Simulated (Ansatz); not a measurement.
Cost and result up the ladder for Ru(P5)2 (P₁₀Ru) (11 atoms). The state is a singlet with charge 0. Geometry: PBE0-D4/def2-SVP.

```xyz
11

Ru    0.0000    0.0003   -0.0001
P     2.4380    0.3618   -0.4274
P     1.8252   -1.6815   -0.3127
P     0.1246   -1.9336   -1.5819
P    -0.3132   -0.0463   -2.4815
P     1.1175    1.3717   -1.7693
P    -1.9347   -1.1756    1.0637
P    -0.2336   -0.8910    2.3259
P     0.3578    1.1570    2.1882
P    -0.9840    2.1395    0.8470
P    -2.3976    0.6977    0.1481
```

Ansatz on 4 threads of Intel Xeon Platinum 8175M on a shared host. Times are rough, and most runs start from the orbitals of an earlier one. r2SCAN0-D4/def2-TZVP serves as the yardstick here, not as an exact answer. Differences are given only for rows in sets of like size (and for xTB, whose basis is part of the method), since another set adds its own error. Binding counts from free atoms at the same level (Ru quintet, P quartet; other spins of the atoms weren't run), without zero-point energy or a counterpoise term.

In the def2 sets Ru takes a core potential; there is no spin–orbit coupling. Correlated methods freeze 50 core orbitals; core or outer-core shells of Ru are correlated, in sets that lack core-valence functions. The rows differ in basis, and correlated rows in double-zeta sets carry the largest basis error.

Correlated methods converge slowly with the basis, most of all in double-zeta sets.

```tsv
level	functions	binding energy per atom (eV)	difference from r2SCAN0-D4/def2-TZVP (eV)	remarks
PBE-D4/def2-SVP	211	3.79	–	–
HF/def2-TZVP	410	1.21	-2.18	–
MP2/def2-SVP	211	3.29	–	test for broken spin undecided
r2SCAN0-D4/def2-TZVP	410	3.39	0.00	–
PBE0-D4/def2-TZVP	410	3.62	0.23	–
r2SCAN-D4/def2-TZVP (with forces)	410	3.60	0.21	–
RPA@PBE/def2-SVP	211	2.97	–	–
PBE-D4/def2-TZVP	410	3.89	0.50	–
PBE0-D4/def2-SVP	211	3.50	–	–
```

Task: Estimate how long each takes.

Result: PBE-D4/def2-SVP 7 s; PBE0-D4/def2-SVP 12 s; RPA@PBE/def2-SVP 12 s; MP2/def2-SVP 12 s; PBE-D4/def2-TZVP 15 s; r2SCAN-D4/def2-TZVP (with forces) 36 s; HF/def2-TZVP 45 s; PBE0-D4/def2-TZVP 49 s; r2SCAN0-D4/def2-TZVP 60 s. On shared hardware such times vary by a factor of up to 3.
